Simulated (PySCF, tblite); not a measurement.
Isomers of C4H7FO2, one GFN2-xTB conformer each. Single-point energies are computed at PBE0/pcSseg-1 (PySCF, gas phase, no added dispersion term), electronic only.

| SMILES | GFN2-xTB relative energy (kJ/mol) |
| --- | --- |
| C[C@@H]1OC[C@@H](F)O1 | 1.8 |
| C[C@@H]1OC[C@H](F)O1 | 0.0 |
| CO[C@@H](C=O)CF | 138.2 |
| C=COCOCF | 124.1 |
| CO[C@H](C)C(=O)F | 67.7 |
| CO[C@@H]1C[C@@H](F)O1 | 83.3 |

Conformers: `[CH3:1][C@@H:2]1[O:3][CH2:4][C@@H:5]([F:6])[O:7]1` with C1–C2–O3–C4 -154°, C2–O3–C4–C5 20°, O3–C4–C5–F6 -117°, C4–C5–O7–C2 -22°; `[CH3:1][C@@H:2]1[O:3][CH2:4][C@H:5]([F:6])[O:7]1` with C1–C2–O3–C4 -90°, C2–O3–C4–C5 -19°, O3–C4–C5–F6 117°, C4–C5–O7–C2 22°; `[CH3:1][O:2][C@@H:3]([CH:4]=[O:5])[CH2:6][F:7]` with C1–O2–C3–C4 165°, O2–C3–C4–O5 161°, O2–C3–C6–F7 87°; `[CH2:1]=[CH:2][O:3][CH2:4][O:5][CH2:6][F:7]` with C1–C2–O3–C4 -172°, C2–O3–C4–O5 68°, O3–C4–O5–C6 68°, C4–O5–C6–F7 73°; `[CH3:1][O:2][C@H:3]([CH3:4])[C:5](=[O:6])[F:7]` with C1–O2–C3–C4 -170°, O2–C3–C5–O6 8°; `[CH3:1][O:2][C@@H:3]1[CH2:4][C@@H:5]([F:6])[O:7]1` with C1–O2–C3–C4 173°.

**Question.** What does PBE0/pcSseg-1 give for the same structures?

**Answer.** 
```csv
SMILES,PBE0/pcSseg-1 E (Eh),PBE0/pcSseg-1 (kJ/mol),GFN2-xTB (kJ/mol),point group
CO[C@H](C)C(=O)F,-406.44511,0.0,67.7,C1
C[C@@H]1OC[C@@H](F)O1,-406.44286,5.9,1.8,C1
C[C@@H]1OC[C@H](F)O1,-406.44086,11.2,0.0,C1
CO[C@@H]1C[C@@H](F)O1,-406.41192,87.1,83.3,C1
CO[C@@H](C=O)CF,-406.40718,99.6,138.2,C1
C=COCOCF,-406.40123,115.2,124.1,C1
```

GFN2-xTB puts C[C@@H]1OC[C@H](F)O1 lowest instead; measured from each level's own lowest isomer, the values differ by up to 67.7 kJ/mol (CO[C@H](C)C(=O)F: 67.7 against 0.0). As drawn, the lowest has a C=O bond, which the highest lacks; the highest has a C=C bond outside aromatic rings, which the lowest lacks. Neighbours under 10 kJ/mol apart (CO[C@H](C)C(=O)F and C[C@@H]1OC[C@@H](F)O1; C[C@@H]1OC[C@@H](F)O1 and C[C@@H]1OC[C@H](F)O1) can change places with a better method, another conformer or zero-point energy. C[C@@H]1OC[C@@H](F)O1 and C[C@@H]1OC[C@H](F)O1 are stereoisomers, 5.3 kJ/mol apart in the conformers taken.

**Question.** Which frontier levels, dipoles and rotational constants go with these structures?

**Answer.** 
| SMILES | HOMO (eV, PBE0/pcSseg-1) | LUMO (eV) | dipole (D) | A, B, C (MHz) |
| --- | --- | --- | --- | --- |
| CO[C@H](C)C(=O)F | -8.04 | -0.58 | 2.60 | 3600, 2209, 1609 |
| C[C@@H]1OC[C@@H](F)O1 | -7.96 | 1.57 | 1.12 | 5326, 2182, 1757 |
| C[C@@H]1OC[C@H](F)O1 | -7.85 | 1.48 | 0.89 | 3944, 2713, 2210 |
| CO[C@@H]1C[C@@H](F)O1 | -8.15 | 1.62 | 1.97 | 7989, 1581, 1428 |
| CO[C@@H](C=O)CF | -7.77 | -1.16 | 2.10 | 3366, 2072, 1356 |
| C=COCOCF | -7.07 | 0.48 | 1.32 | 7023, 1259, 1212 |

**Question.** What happens when harmonic zero-point energies from GFN2-xTB frequencies are added?

**Answer.** 
| SMILES | ZPE (kJ/mol) | electronic (kJ/mol) | with ZPE (kJ/mol) |
| --- | --- | --- | --- |
| CO[C@H](C)C(=O)F | 279.8 | 0.0 | 0.0 |
| C[C@@H]1OC[C@@H](F)O1 | 286.3 | 5.9 | 12.4 |
| C[C@@H]1OC[C@H](F)O1 | 287.2 | 11.2 | 18.5 |
| CO[C@@H]1C[C@@H](F)O1 | 284.0 | 87.1 | 91.3 |
| CO[C@@H](C=O)CF | 277.7 | 99.6 | 97.5 |
| C=COCOCF | 279.7 | 115.2 | 115.1 |

The zero-point energies span 9.5 kJ/mol. The order is unchanged.

**Question.** As an exercise, what shares would exp(−E/RT) give at 500 K from these electronic energies alone (no entropy, no degeneracies)?

**Answer.** RT = 4.157 kJ/mol: CO[C@H](C)C(=O)F 76.3 %, C[C@@H]1OC[C@@H](F)O1 18.5 %, C[C@@H]1OC[C@H](F)O1 5.2 %, CO[C@@H]1C[C@@H](F)O1 under 0.1 %, CO[C@@H](C=O)CF under 0.1 %, C=COCOCF under 0.1 %.
